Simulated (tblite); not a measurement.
Run record: tight-binding relaxation, `FC[C@H](C[SiH3])[SiH2]CBr`.

Computed with GFN2-xTB geometry optimisation, gas phase (tblite 0.8.0). Start geometry: from a force field or distance geometry. A driver script takes a list of jobs; this job's settings line and coordinates (Å) are shown.

Command:
```bash
OMP_NUM_THREADS=1 python probes_run.py task.json out
```

Input:
```
{"job": {"kind": "relax", "xc": "GFN2-xTB", "basis": "xTB"}, "charge": 0, "multiplicity": 1}
F      0.176600     0.874000     1.763200
C     -0.491100     1.423800     0.692000
C     -0.326500     0.484900    -0.506500
C     -0.830600    -0.946300    -0.225900
Si    -2.681800    -1.201800    -0.016300
Si     1.487900     0.508400    -1.151700
C      2.650400    -0.109000     0.133700
Br     4.473900    -0.144900    -0.564100
H     -1.528300     1.547600     0.989300
H     -0.068700     2.412200     0.523200
H     -0.924400     0.908700    -1.338800
H     -0.338500    -1.344400     0.683900
H     -0.530000    -1.614400    -1.028200
H     -3.175800    -0.387100     1.109600
H     -3.369400    -0.741900    -1.258900
H     -2.985300    -2.631400     0.229600
H      1.535200    -0.327700    -2.372100
H      1.802700     1.904700    -1.536900
H      2.685500     0.529600     1.029600
H      2.433100    -1.134300     0.455800
```

Output:
```
step      E/eV     max force
  0    -733.15215    1.775
  1    -733.23175    0.426
  2    -733.24443    0.212
  3    -733.25450    0.210
  4    -733.26261    0.272
  5    -733.27069    0.232
  6    -733.27522    0.148
  7    -733.27767    0.119
  8    -733.27918    0.094
  9    -733.28040    0.085
... (62 lines left out)
 72    -733.30195    0.024
 73    -733.30202    0.016
 74    -733.30206    0.014
 75    -733.30210    0.013
 76    -733.30214    0.017
 77    -733.30219    0.017
 78    -733.30224    0.018
 79    -733.30228    0.013
 80    -733.30231    0.013
 81    -733.30233    0.010
```

«max force» is the largest atomic force in eV/Å.

**Question.** From which step on does the largest force stay under 0.1 eV/Å, and how much energy is left to gain from there?

**Answer.** From step 8 (0.094 eV/Å), 23.1 meV above the end.

Main results: energy lowered by 3.5 kcal/mol over 81 steps; largest atomic force 0.010 eV/Å at the end.

**Question.** Give the final coordinates.

**Answer.** 0.157 Å rms from the input after alignment:
```
atom  x, y, z in Å
F1     0.3000    1.1396    1.6615
C2    -0.5621    1.4386    0.6277
C3    -0.3489    0.4874   -0.5363
C4    -0.7905   -0.9355   -0.1769
Si5   -2.6747   -1.1695   -0.0026
Si6    1.4653    0.5280   -1.1455
C7     2.6525   -0.1967    0.1569
Br8    4.4397   -0.2090   -0.6257
H9    -1.5731    1.3657    1.0405
H10   -0.3522    2.4744    0.3426
H11   -0.9747    0.8596   -1.3520
H12   -0.2932   -1.2316    0.7488
H13   -0.4335   -1.6215   -0.9491
H14   -3.1838   -0.5366    1.2163
H15   -3.3172   -0.5540   -1.1668
H16   -2.9555   -2.6038    0.0447
H17    1.5615   -0.3023   -2.3508
H18    1.8792    1.9089   -1.4135
H19    2.7205    0.3963    1.0647
H20    2.4355   -1.2273    0.4258
```

The run took 0.66 s on an Intel Xeon 6975P-C with one thread, shared host.
Labels such as C1 count atoms from 1, the log's own numbers from 0.
